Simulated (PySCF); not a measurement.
Bond stretch in H2F2Si, SMILES F[SiH2]F. The Si1–F5 bond (Si1 also carries F, H, H; F5 carries nothing else) is stretched with both fragments frozen at the PBE0/def2-TZVP optimised geometry.

Level of theory: CCSD(T) on UHF/cc-pVDZ, 7 core orbitals frozen run with PySCF 2.14.0.

**Question.** Relative to R = 1.64 Å, what are the energies at R = 1.27, 1.36, 1.54, 2.86 Å?

**Answer.** 108.8 kcal/mol at 1.27 Å, 51.7 kcal/mol at 1.36 Å, 4.7 kcal/mol at 1.54 Å, 118.3 kcal/mol at 2.86 Å.

The unrestricted determinant behind UCCSD(T) is spin-contaminated at 2.38 to 5.60 Å (<S²> up to 1.0, against 0.00 for a pure singlet).
